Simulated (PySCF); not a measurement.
Identify the unknown among the candidates.

All candidates are C5H13NSi2.

| technique | computed result |
| --- | --- |
| 1H NMR | chemical shifts (computed TMS as zero) by class: 6.60 (1 H), 4.17 (2 H), 3.44 (2 H), 3.42 (3 H), 3.04 (2 H), 2.00 (2 H), 0.32 (1 H) ppm [GIAO PBE0/pcSseg-1] |
| Dipole | 1.40 D [PBE0/pcSseg-1] |
| 13C NMR | chemical shifts (computed TMS as zero) by class: 146.9 (1 C), 141.7 (1 C), 53.3 (1 C), 46.9 (1 C), 31.8 (1 C) ppm [GIAO PBE0/pcSseg-1] |
| Rotational structure | rotational constants A, B, C: 2.812, 0.699, 0.660 GHz [GFN2-xTB] |
| NMR, other nuclei | isotropic shieldings of nuclei other than C and H, by class: 219 (1 N), 422 (1 Si), 468 (1 Si) ppm [GIAO PBE0/pcSseg-1] |

Gas-phase values; electronic properties from PySCF, density fitting. Levels stand in brackets. The structure is a single GFN2-xTB conformer in the gas phase; no vibrational or solvent corrections. NMR classes are plain means over equivalent atoms (diastereotopic ones count apart unless rotation or inversion swaps them), as if these changed places fast.

Task: Which candidate is it?
A. `[SiH3][SiH2]C1=CCCNC1`
B. `C=CCN1[SiH2]CC[SiH2]1`
C. `C#C[C@@](C)(C[SiH3])N[SiH3]`
D. `CN[C@@H]1C=CC[SiH2][SiH2]1`
E. `CC[SiH2]C#C[SiH2]NC`

Result: A. It is `[SiH3][SiH2]C1=CCCNC1`. Numbering: `[SiH3:1][SiH2:2][C:3]1=[CH:4][CH2:5][CH2:6][NH:7][CH2:8]1`. Its formula, C5H13NSi2, gives 2 degrees of unsaturation: 1 ring and 1 π bond in the structure found. 5 carbons fall into 5 classes; from least to most shielded: alkene CH carbon [C4] (146.9 ppm), fully substituted alkene carbon [C3] (141.7 ppm), ring sp3 carbon bound to nitrogen [C8] (53.3 ppm), ring sp3 carbon bound to nitrogen [C6] (46.9 ppm), allylic carbon [C5] (31.8 ppm). Hydrogen classes from least to most shielded: 1 H on an alkene CH carbon, C4 (6.60 ppm), 2 H on an SiH2 silicon, Si2 (4.17 ppm), 2 H on an sp3 carbon bound to nitrogen, C8 (3.44 ppm), 3 H on an SiH3 silicon, Si1 (3.42 ppm), 2 H on an sp3 carbon bound to nitrogen, C6 (3.04 ppm), 2 H on an allylic carbon, C5 (2.00 ppm), 1 H on a secondary amine nitrogen, N7 (0.32 ppm). The other shieldings belong to: 219 ppm, secondary amine nitrogen [N7]; 422 ppm, SiH2 silicon [Si2]; 468 ppm, SiH3 silicon [Si1]. The optimised geometry has point group C1 and is an asymmetric top.

The others, at the same levels:
- `C#C[C@@](C)(C[SiH3])N[SiH3]` fails: its computed 13C shifts are 91.1 (1 C), 82.7 (1 C), 49.6 (1 C), 39.5 (1 C), 32.2 (1 C) ppm, 1H shifts are 4.70 (3 H), 3.99 (3 H), 2.01 (1 H), 1.66 (3 H), 1.49 (1 H), 1.10 (1 H), -0.43 (1 H) ppm and rotational constant A is 1.591 GHz (against 2.812 GHz).
- `CC[SiH2]C#C[SiH2]NC` fails: its computed 13C shifts are 118.5 (1 C), 115.1 (1 C), 31.7 (1 C), 11.4 (1 C), 8.1 (1 C) ppm, 1H shifts are 5.01 (2 H), 4.44 (2 H), 2.91 (3 H), 1.30 (3 H), 0.83 (2 H), -0.24 (1 H) ppm and rotational constant A is 2.692 GHz (against 2.812 GHz).
- `C=CCN1[SiH2]CC[SiH2]1` fails: it has 4 carbon classes against 5; its computed 13C shifts are 145.9 (1 C), 120.5 (1 C), 52.3 (1 C), 8.1 (2 C) ppm, 1H shifts are 6.29 (1 H), 5.35 (1 H), 5.34 (1 H), 4.89 (4 H), 3.65 (2 H), 1.20 (4 H) ppm and rotational constant A is 2.424 GHz (against 2.812 GHz).
- `CN[C@@H]1C=CC[SiH2][SiH2]1` fails: its computed 13C shifts are 141.0 (1 C), 132.4 (1 C), 53.9 (1 C), 39.6 (1 C), 12.0 (1 C) ppm, 1H shifts are 6.07 (1 H), 5.93 (1 H), 4.18 (1 H), 3.95 (1 H), 3.69 (1 H), 3.49 (1 H), 2.87 (1 H), 2.77 (3 H), 2.09 (1 H), 1.23 (1 H), 0.63 (1 H) ppm and rotational constant A is 2.398 GHz (against 2.812 GHz).

Each candidate is one conformer, not necessarily the lowest. The conformers computed, where there is a choice (atom-mapped SMILES and torsion angles):
- `[CH:1]#[C:2][C@@:3]([CH3:4])([CH2:5][SiH3:6])[NH:7][SiH3:8]`: C2–C3–C5–Si6 70°, C2–C3–N7–Si8 32°
- `[CH3:1][CH2:2][SiH2:3][C:4]#[C:5][SiH2:6][NH:7][CH3:8]`: C1–C2–Si3–C4 -58°, C5–Si6–N7–C8 51°

The conformers of `[SiH3][SiH2]C1=CCCNC1`, `C=CCN1[SiH2]CC[SiH2]1` and `CN[C@@H]1C=CC[SiH2][SiH2]1` aren't listed.
